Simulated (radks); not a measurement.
Ionisation of the cobalt ion Co2+, [Ar] 3d7, to [Ar] 3d6 as the strength of local exchange is varied. Calculated with a radial shooting solver on a logarithmic mesh with Libxc functionals: scalar-relativistic Kohn-Sham, Slater X-alpha exchange (alpha = 2/3 is LDA exchange), no correlation, spin-polarised, spherical densities, point nucleus; open shells are filled with parallel spins first.

alpha,E(Co2+) (hartree),exchange (hartree),IE (eV),-e of the level emptied (eV),<r> of it (bohr)
0.628,-1384.51750,-51.03370,31.360,23.246 (3d),1.061
0.667,-1387.69266,-54.33019,32.089,23.896 (3d),1.051
0.849,-1402.60828,-69.90767,35.684,27.138 (3d),1.007
0.853,-1402.93791,-70.25360,35.766,27.213 (3d),1.006
0.914,-1407.97436,-75.54801,37.042,28.378 (3d),0.9921
0.929,-1409.21559,-76.85535,37.361,28.671 (3d),0.9888

NIST Atomic Spectra Database: 33.5 eV (semi-empirical). The Delta-SCF value meets it near alpha = 0.74. Open shells are spherical and high-spin; term and fine-structure splittings are not resolved.
